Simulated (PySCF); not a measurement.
Atom-mapped SMILES (the numbers label the heavy atoms): `[CH2:1]=[CH:2][CH:3]([CH:4]=[CH2:5])/[CH:6]=[CH:7]\[S:8][SiH3:9]` (H(Xn): hydrogen on atom n). Ha(C1), Ha(C5) are cis to C3; Hb(C1), Hb(C5) are trans to C3.

Computed data (PySCF 2.14.0 with density-fitted response routines): geometry: PBE0-D3(BJ)/def2-SVP, B3LYP/pcSseg-1 with gauge-including orbitals. No solvent model, non-relativistic, one conformer, fast rotation and ring inversion assumed for equivalent nuclei.

Q: List the cross peaks expected in HSQC, COSY and HMBC spectra.

A: 

HSQC (one-bond C–H):
```csv
δH,δC
5.80 (H(C2)/H(C4)),148.4 (C2/C4)
5.73 (H(C6)),149.2 (C6)
5.61 (H(C7)),128.4 (C7)
5.33 (Ha(C1)/Ha(C5)),123.4 (C1/C5)
5.32 (Hb(C1)/Hb(C5)),123.4 (C1/C5)
4.31 (H(C3)),52.9 (C3)
```

COSY cross peaks (H two or three bonds apart, from the bond graph; peaks can be absent where the dihedral angle is near 90°):
```csv
δH,δH
5.80 (H(C2)/H(C4)),5.33 (Ha(C1)/Ha(C5))
5.80 (H(C2)/H(C4)),5.32 (Hb(C1)/Hb(C5))
5.80 (H(C2)/H(C4)),4.31 (H(C3))
5.73 (H(C6)),5.61 (H(C7))
5.73 (H(C6)),4.31 (H(C3))
5.33 (Ha(C1)/Ha(C5)),5.32 (Hb(C1)/Hb(C5))
```

HMBC (two and three bonds, from the bond graph):
```csv
δH,δC
5.80 (H(C2)/H(C4)),"149.2 (C6), 148.4 (C2/C4), 123.4 (C1/C5), 52.9 (C3)"
5.73 (H(C6)),"148.4 (C2/C4), 128.4 (C7), 52.9 (C3)"
5.61 (H(C7)),"149.2 (C6), 52.9 (C3)"
5.33 (Ha(C1)/Ha(C5)),"148.4 (C2/C4), 52.9 (C3)"
5.32 (Hb(C1)/Hb(C5)),"148.4 (C2/C4), 52.9 (C3)"
4.48 (H(Si9)),128.4 (C7)
4.31 (H(C3)),"149.2 (C6), 148.4 (C2/C4), 128.4 (C7), 123.4 (C1/C5)"
```

Scale: ¹H, ¹³C against TMS (reference shieldings calculated alike).

Short H···H contacts in this conformer between protons four or more bonds apart (candidates for NOE cross peaks, intensity ∝ r⁻⁶): Ha(C1)···H(C3) 2.41 Å, H(C2)···Ha(C5) 2.54 Å, H(C2)···H(C6) 2.63 Å, H(C7)···H(Si9) 2.78 Å.

Shifts are as computed. Against solution values, carbons near 30 ppm lie about +2 ppm off and those near 130 ppm about +6 ppm. Of 1309 compounds with measured shifts, 239 miss one by over three times the rms of a fit or turn the order of signals round; such compounds aren't used in these exercises.
